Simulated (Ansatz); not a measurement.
`O[Si](O)(F)F` + HCl → `O[Si](O)(F)Cl` + H–F  (ligand exchange at the Si–F bond)

Isolated molecules relaxed with PBE0-D4/def2-TZVP in Ansatz; ΔE leaves out vibrations. CBS: MP2 limit from def2 TZ/QZ plus the TZ coupled-cluster correction, frozen cores. This one scheme is used for every species. DFT in def2-TZVPP. B3LYP here is the variant with VWN-RPA as its local correlation; programs differ in this. Each species was taken in one conformer, which may not be the lowest.

(1) Is it downhill or uphill in electronic energy at CCSD(T)/CBS, and by how much? (An estimate is asked.)

(2) What do these levels give: B3LYP, HF/def2-TZVPP, MP2/def2-TZVPP, HF/CBS(def2), MP2/CBS(def2), CCSD/CBS(def2)? (Best estimate.)

Largest T1 diagnostic among the species: 0.011.

## Answers

(1) The calculation gave: Uphill: ΔE = +12.7 kcal/mol.

(2) Computed: B3LYP 14.6, HF/def2-TZVPP 16.7, MP2/def2-TZVPP 12.3, HF/CBS(def2) 17.3, MP2/CBS(def2) 11.3, CCSD/CBS(def2) 13.4 kcal/mol.

In def2-TZVPP, CCSD(T) changes the Hartree–Fock value by −3.0 kcal/mol (the triples alone add −0.7 kcal/mol) and MP2 by −4.4 kcal/mol. The D4 term adds −1.5 kcal/mol with B3LYP and −0.8 kcal/mol with PBE0; it sums over pairs of atoms, weighted by their polarisabilities, and B3LYP, whose exchange is more repulsive, gets the larger term.
